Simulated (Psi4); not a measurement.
F2Si, charge +1, doublet, at a GFN2-xTB geometry (a state made from the parent by changing its charge; the spin is typed, not shown lowest); Psi4 1.11 with B3LYP/aug-cc-pVDZ.

The Psi4 input:
```
memory 2 GB

molecule {
1 2
  F    -1.31551725   -0.40462820    0.01044998
  Si   -0.01740213    0.44992730    0.03735713
  F     1.34258723   -0.29525872   -0.06856107
}

set basis aug-cc-pvdz
set reference uks
set scf_type cd

energy('b3lyp')
print_variables()
```

**Question.** Predict the main parts of the log of this Psi4 run.

**Answer.** 
```
   => Loading Basis Set <=

    Name: AUG-CC-PVDZ
    Role: ORBITAL
    Keyword: BASIS

         ---------------------------------------------------------
                                   SCF
               by Justin Turney, Rob Parrish, Andy Simmonett
                          and Daniel G. A. Smith
                              UKS Reference
         ---------------------------------------------------------

  ==> Geometry <==

    Molecular point group: cs
    Full point group: Cs

    Geometry (in Angstrom), charge = 1, multiplicity = 2:

       Center              X                  Y                   Z               Mass
    ------------   -----------------  -----------------  -----------------  -----------------
         F           -0.391645472040     1.316648380524     0.000000000000    18.998403162730
         SI           0.462261105462     0.017827561869     0.000000000000    27.976926534650
         F           -0.289077264316    -1.342901133686     0.000000000000    18.998403162730

  Running in cs symmetry.

  Rotational constants: A =      1.62163  B =      0.25052  C =      0.21700 [cm^-1]
  Rotational constants: A =  48615.31066  B =   7510.49347  C =   6505.47424 [MHz]
  Nuclear repulsion =  101.896435199883939

  Charge       = 1
  Multiplicity = 2
  Electrons    = 31
  Nalpha       = 16
  Nbeta        = 15

  ==> Algorithm <==

  SCF Algorithm Type is CD.
  DIIS enabled.
  MOM disabled.
  Fractional occupation disabled.
  Guess Type is SAD.
  Energy threshold   = 1.00e-06
  Density threshold  = 1.00e-06
  Integral threshold = 1.00e-12

  ==> Primary Basis <==

  Basis Set: AUG-CC-PVDZ
    Blend: AUG-CC-PVDZ
    Number of shells: 29
    Number of basis functions: 73
    Number of Cartesian functions: 79
    Spherical Harmonics?: true
    Max angular momentum: 2

  ==> DFT Potential <==

   => LibXC <=

    Version 7.1.2
    S. Lehtola, C. Steigemann, M. J. T. Oliveira, and M. A. L. Marques,  SoftwareX 7, 1–5 (2018) (10.1016/j.softx.2017.11.002)

   => Composite Functional: B3LYP <=

    B3LYP Hyb-GGA Exchange-Correlation Functional

    P. J. Stephens, F. J. Devlin, C. F. Chabalowski, and M. J. Frisch,  J. Phys. Chem. 98, 11623 (1994) (10.1021/j100096a001)

    Deriv               =              1
    GGA                 =           TRUE
    Meta                =          FALSE

    Exchange Hybrid     =           TRUE
    MP2 Hybrid          =          FALSE

   => Exchange Functionals <=

    0.0800   Slater exchange
[...]

   @Spin Contamination Metric:   1.909726385E-03
   @S^2 Expected:                7.500000000E-01
   @S^2 Observed:                7.519097264E-01
   @S   Expected:                5.000000000E-01
   @S   Observed:                5.000000000E-01

    Orbital Energies [Eh]
    ---------------------

    Alpha Occupied:

[...]
      13Ap    -0.624336

    Alpha Virtual:

[...]
    Beta Occupied:

[...]
    Beta Virtual:

[...]
      51Ap     4.320975

    Final Occupation by Irrep:
             Ap   App
    DOCC [    12,    3 ]
    SOCC [     1,    0 ]
    NA   [    13,    3 ]
    NB   [    12,    3 ]

  @UKS Final Energy:  -488.90287397931752

   => Energetics <=

    Nuclear Repulsion Energy =            101.8964351998839390
    One-Electron Energy =                -872.0348320305452035
    Two-Electron Energy =                 314.7770644422011515
    DFT Exchange-Correlation Energy =     -33.5415415908574346
    Empirical Dispersion Energy =           0.0000000000000000
    VV10 Nonlocal Energy =                  0.0000000000000000
    Total Energy =                       -488.9028739793175191

  UHF NO Occupations:
  HONO-2 :    3App 1.9997420
  HONO-1 :   12 Ap 1.9994700
  HONO-0 :   13 Ap 1.0000000
  LUNO+0 :   14 Ap 0.0005300
  LUNO+1 :    4App 0.0002580
  LUNO+2 :   15 Ap 0.0001384
  LUNO+3 :   16 Ap 0.0000084

Computation Completed

Properties will be evaluated at   0.000000,   0.000000,   0.000000 [a0]

Properties computed using the SCF density matrix

 Multipole Moments:

 ------------------------------------------------------------------------------------
     Multipole            Electronic (a.u.)      Nuclear  (a.u.)        Total (a.u.)
 ------------------------------------------------------------------------------------

 L = 1.  Multiply by 2.5417464519 to convert [e a0] to [Debye]
 Dipole X            :          0.5674872            0.6522406            1.2197278
 Dipole Y            :          0.0218846            0.0251543            0.0470389
 Dipole Z            :          0.0000000            0.0000000            0.0000000
 Magnitude           :                                                    1.2206345

 ------------------------------------------------------------------------------------

  Variable Map:
  ----------------------------------------------------------------------------
[...]
  Array Variable Map:
  ----------------------------------------------------------------------------
[...]
[...]
```
